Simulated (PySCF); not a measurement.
Ionisation energy of Hf⁵²⁺ by level of theory

Hf⁵²⁺ [Ar] 3d2 (3F) → Hf⁵³⁺ [Ar] 3d1 (2D), as a difference of total energies. All numbers are calculated (PySCF 2.14, scalar relativity by spin-free X2C-1e, in an even-tempered Gaussian basis (17 s from 13 bohr⁻², ratio 2.5; 12 p from 17 bohr⁻², ratio 2.5; 7 d from 17 bohr⁻², ratio 2.5; 4 f from 58 bohr⁻², ratio 2.7; 3 g from 86 bohr⁻², ratio 2.7)). Correlated levels: outer shells: [Ne] frozen; virtual orbitals above 40 to 60 times the deepest correlated orbital energy dropped. The calculations carry no spin-orbit coupling.

```tsv
method	ionisation energy (eV)
UHF	4813.2
LDA	4811.1
PBE	4812.4
PBE0	4813.0
r2SCAN	4815.0
revPBE	4812.4
BLYP	4813.0
MP2 (outer shells)	4812.8
SCS-MP2 (outer shells)	4812.7
```

Spin-orbit coupling is strong in these open shells (close to jj coupling). The scalar numbers leave it out and a first-order estimate fails, so it can dominate the gap to the real levels.

Breit and QED terms and the two-electron picture change are absent.

For comparison: 4846 ± 4 eV (theoretical estimate listed by NIST; NIST Atomic Spectra Database, ionization energies).
